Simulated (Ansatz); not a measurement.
Ansatz (an electronic-structure program) input (CCSD(T)/cc-pV(D+d)Z):
A basis named .json is the Basis Set Exchange file of that set.

Ansatz 0.2 input:
```yaml
crystal:
  periodic: [false, false, false]
  atoms:
    - {symbol: C, position_ang: [-2.28603540, 0.56971394, -0.23887847]}
    - {symbol: Si, position_ang: [-0.84880756, -0.63947666, -0.34701348]}
    - {symbol: B, position_ang: [0.97053738, 0.03889758, 0.16688809]}
    - {symbol: O, position_ang: [1.20571254, 1.37932142, 0.06192004]}
    - {symbol: O, position_ang: [2.01394415, -0.76449954, 0.55573330]}
    - {symbol: H, position_ang: [-2.56785516, 0.74408641, 0.80301568]}
    - {symbol: H, position_ang: [-3.16419389, 0.19598333, -0.76724496]}
    - {symbol: H, position_ang: [-2.00031444, 1.52740684, -0.67554541]}
    - {symbol: H, position_ang: [-1.19130214, -1.96372293, 0.24500893]}
    - {symbol: H, position_ang: [2.11624795, 1.61552360, 0.28414008]}
    - {symbol: H, position_ang: [1.79699548, -1.69795074, 0.62641794]}
basis:
  gaussian:
    orbitals: cc-pV_D+d_Z.json
magnetization: {spin_polarized: true, initial_magnetization: 1}
correlation: {method: ccsd_t, electrons: outside_noble_gas}
```

End of the output:

```
integrals: 0.26 GiB planned
1035 factors; integrals over basis functions are off by at most 1.3e-3 eV
0.59 GiB of device memory are held for the factors and their scratch space
mean field: 0.55 GiB planned
mean field evaluation 1: about -13731.5537 eV, gradient 3.1e1 eV
mean field evaluation 2: about -13731.6717 eV, gradient 3.1e1 eV
mean field evaluation 4: about -13736.1732 eV, gradient 2.8e0 eV
mean field evaluation 8: about -13736.2720 eV, gradient 3.7e-1 eV
mean field evaluation 16: about -13736.2757 eV, gradient 1.8e-6 eV
mean field -13736.27571155 eV, -504.7988216173 hartree, gradient 1.8e-6 eV, S^2 0.760601; 0 other end points of the search recorded, 0 dependent functions left out
9 core orbitals not correlated
reference -13736.27571155 eV, -504.7988216173 hartree; 15, 14 occupied and 85, 86 virtual orbitals, 1035 factors
second order -18.58452484 eV of doubles, -0.00000000 eV of singles
coupled cluster: 2.28 GiB planned
cycle   1  -19.27627551 eV  change   -6.9e-1 eV  update   1.0e-1
cycle   2  -19.76460393 eV  change   -4.9e-1 eV  update   3.2e-2
cycle   3  -19.89673778 eV  change   -1.3e-1 eV  update   1.8e-2
cycle   4  -19.89349174 eV  change    3.2e-3 eV  update   5.1e-3
cycle   5  -19.89123167 eV  change    2.3e-3 eV  update   2.2e-3
cycle   6  -19.89127329 eV  change   -4.2e-5 eV  update   8.8e-4
cycle   7  -19.89110577 eV  change    1.7e-4 eV  update   4.1e-4
cycle   8  -19.89117505 eV  change   -6.9e-5 eV  update   1.9e-4
cycle   9  -19.89125221 eV  change   -7.7e-5 eV  update   8.9e-5
cycle  10  -19.89122203 eV  change    3.0e-5 eV  update   3.8e-5
cycle  11  -19.89123760 eV  change   -1.6e-5 eV  update   1.9e-5
perturbative correction -0.52729876 eV, -0.0193778720 hartree
Total energy: -13756.69424790 eV, -505.5491889882 hartree
```

It need not be the lowest isomer of its formula.
